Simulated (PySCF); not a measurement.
# Co: ionisation energy

Co [Ar] 3d7 4s2 (4F) → Co⁺ [Ar] 3d8 (3F), as a difference of total energies. Calculation: PySCF 2.14, in aug-cc-pVDZ; no relativity, point nucleus. Correlated levels: valence: [Ar] frozen. The calculations carry no spin-orbit coupling.

```csv
method,ionisation energy (eV),difference from reference (eV)
UHF,7.830,-0.039
r2SCAN,7.470,-0.399
PBE0,7.474,-0.395
MP2 (valence),7.052,-0.817
SCS-MP2 (valence),7.132,-0.737
```

Reference: 7.869 eV (measured; NIST levels, between the centres of gravity of the two terms).

These non-relativistic numbers lack the scalar-relativistic shift.

Errors of the correlated levels include the incompleteness of this basis and the frozen core.

MP2 underrates the near-degeneracy of ns² with np² in the lower species.
